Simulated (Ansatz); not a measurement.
CH₃IMg⁻, that is MgMeI with one electron more. The state is a doublet with charge -1. Geometry PBE-D4/def2-TZVP, that of the neutral singlet; atoms count from 1.

Cartesian coordinates in Å:
```
Mg -0.906 -0.090 0.713
C 0.726 0.064 -0.569
H 1.464 -0.727 -0.370
H 1.232 1.034 -0.447
H 0.413 -0.023 -1.620
I -2.928 -0.259 2.293
```

In the def2 sets I takes a core potential; there is no spin–orbit coupling. The highest occupied level of the charge -1 doublet lies above zero (up to 1.25 eV). Energy differences put its binding near zero (0.00 eV; vertical, to the charge 0 singlet, at PBE0-D4/def2-TZVPD), which leaves it undecided.

Problem. Estimate the Mulliken populations from the PBE0/def2-TZVPD orbitals of Ansatz.

Solution. 
| atom | charge (e) | spin (α − β) |
| --- | --- | --- |
| Mg1 | -1.22 | 1.77 |
| C2 | -0.61 | -0.13 |
| H3 | 0.23 | -0.06 |
| H4 | 0.23 | -0.06 |
| H5 | 0.23 | -0.06 |
| I6 | 0.13 | -0.47 |
Mulliken values and Mayer orders depend strongly on the basis. With diffuse functions, as here, like atoms can get unlike values, and bond orders can come out too low or too high.

Problem. Where does the spin sit?

Solution. Summed by element: Mg 1.77, C -0.13, H -0.17, I -0.47, of 1 unpaired in all. Largest on single atoms: Mg1 1.77, I6 -0.47, C2 -0.13.
